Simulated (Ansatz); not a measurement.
Computed with Ansatz on PBE0-D4/def2-TZVP structures; ΔE is electronic, products minus reactants. CCSD(T)/CBS is the MP2 limit (def2-TZVPP, def2-QZVPP) plus CCSD(T) − MP2 in def2-TZVPP, frozen cores. This one scheme is used for every species. For Ga outer-core shells are correlated without core-valence functions, which leaves a few kJ/mol of doubt a bond. Scalar relativity is left out up to krypton. Each species was taken in one conformer, which may not be the lowest.

`C[NH][Ga]([SH])[Cl]` + HCl → `C[NH][Ga]([Cl])[Cl]` + H₂S  (ligand exchange at a Ga–S bond)

```csv
species,CCSD(T)/CBS(def2) energy (Eh)
`C[NH][Ga]([SH])[Cl]`,-2877.36911
HCl,-460.38127
`C[NH][Ga]([Cl])[Cl]`,-2938.78787
H₂S,-398.97279
```

Task: Work out ΔE.

Result: ΔE = (-2938.78787) + (-398.97279) − (-2877.36911) − (-460.38127) = -0.01028 Eh = -6.5 kcal/mol.

Largest T1 diagnostic among the species: 0.012.

From BLYP to BHLYP (50 % exact exchange), in def2-TZVPP and without D4, ΔE moves by −1.2 kcal/mol. Leaving LDA and LC-ωPBE aside and taking each functional with its dispersion term where it has one, the values, not all of them listed here, spread over 2.1 kcal/mol, from BHLYP-D4 to revPBE-D4. LDA lies +0.8 kcal/mol from PBE without D4. In def2-TZVPP, CCSD(T) changes the Hartree–Fock value by +3.5 kcal/mol (the triples alone add +0.5 kcal/mol) and MP2 by +3.6 kcal/mol.
